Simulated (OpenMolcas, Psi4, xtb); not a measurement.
**GeH2 (SMILES [GeH2]): the electronic atomisation energy, rung by rung**

GeH2: 3 atoms, total charge 0, spin state singlet. SMILES: `[GeH2]`. The shape is that of a PBE0-D4/def2-TZVP optimisation.

```xyz
3

Ge   -0.5701    0.4051   -0.2637
H     0.7830    0.7436    0.5090
H    -0.2129   -1.1487   -0.2453
```

Quantity: the electronic atomisation energy, in eV. The values are calculated. Electronic energies at fixed atoms, without zero-point motion or spin-orbit coupling.

```json
{"level": "GFN2-xTB", "kind": "semi-empirical", "program": "xtb", "value (eV)": "8.85", "CPU time (all runs)": "under 2 s"}
{"level": "HF/def2-TZVPPD", "kind": "Hartree–Fock", "program": "Psi4", "value (eV)": "4.24", "CPU time (all runs)": "7.2 s"}
{"level": "SVWN5/def2-TZVPPD", "kind": "LDA", "program": "Psi4", "value (eV)": "6.89", "CPU time (all runs)": "12 s"}
{"level": "PBE/def2-TZVPPD", "kind": "GGA", "program": "OpenMolcas", "value (eV)": "6.03", "CPU time (all runs)": "25 s"}
{"level": "TPSS/def2-TZVPPD", "kind": "meta-GGA", "program": "OpenMolcas", "value (eV)": "6.37", "CPU time (all runs)": "31 s"}
{"level": "BHLYP/def2-TZVPPD", "kind": "global hybrid", "program": "OpenMolcas", "value (eV)": "6.07", "CPU time (all runs)": "22 s"}
{"level": "MP2/def2-TZVPPD", "kind": "perturbation theory", "program": "Psi4", "value (eV)": "5.80", "CPU time (all runs)": "10 s"}
{"level": "CCSD/def2-TZVPPD", "kind": "coupled cluster or CI", "program": "Psi4", "value (eV)": "6.07", "CPU time (all runs)": "24 s"}
```

All-electron rows without a relativistic Hamiltonian named are non-relativistic. The values span 4.24 to 8.85 eV. The xTB rows lack spin polarisation, so open shells miss the exchange term that lowers them. In the correlated wave-function rows the outer d shell of Ge is correlated, in sets not made for it. CPU times are rough (shared hosts, several kinds of processor): they show what a rung costs within a factor of a few.
